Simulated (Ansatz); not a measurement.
Consider the silylene loss: `[SiH3][Ga]([Cl])[Cl]` → `[Cl][GaH][Cl]` + `[SiH2]`.

Program: Ansatz. Geometries: PBE0-D4/def2-TZVP. ΔE: electronic, gas phase. CBS: MP2 limit from def2 TZ/QZ plus the TZ coupled-cluster correction, frozen cores. This one scheme is used for every species. For Ga outer-core shells are correlated without core-valence functions, which leaves a few kJ/mol of doubt a bond. Scalar relativity is left out up to krypton.

`[SiH3][Ga]([Cl])[Cl]`:

Z-matrix (Å, degrees):
```
Si
Ga 1 2.395
H 1 1.485 2 108.3
H 1 1.483 2 110.0 3 -120.5
H 1 1.485 2 108.5 3 118.9
Cl 2 2.143 1 122.4 3 -61.4
Cl 2 2.141 1 124.2 3 118.4
```

`[Cl][GaH][Cl]`:

```xyz
4

Cl    1.225    0.802   -1.413
Ga   -0.074   -0.166   -0.033
Cl   -0.460    0.918    1.757
H    -0.692   -1.554   -0.311
```

`[SiH2]`:

Z-matrix (Å, degrees):
```
Si
H 1 1.525
H 1 1.525 2 91.2
```

```tsv
species	MP2/CBS(def2) energy (Eh)
`[SiH3][Ga]([Cl])[Cl]`	-3134.40982
`[Cl][GaH][Cl]`	-2844.14339
`[SiH2]`	-290.15886
```

(1) Work out ΔE.

Largest T1 diagnostic among the species: 0.014.

Results:

(1) ΔE = (-2844.14339) + (-290.15886) − (-3134.40982) = 0.10757 Eh = +282.4 kJ/mol. CCSD(T)/CBS gives +266.1 kJ/mol.

At CCSD(T), def2-SVP lies −17.3 kJ/mol from the extrapolated value and def2-TZVPP −7.7 kJ/mol. In def2-TZVPP, CCSD(T) changes the Hartree–Fock value by +19.3 kJ/mol (the triples alone add +5.2 kJ/mol) and MP2 by +35.6 kJ/mol. Leaving LDA and LC-ωPBE aside and taking each functional with its dispersion term where it has one, the values, not all of them listed here, spread over 31.0 kJ/mol, from B97M-V to r2SCAN0-D4. LDA lies +28.0 kJ/mol from PBE without D4.
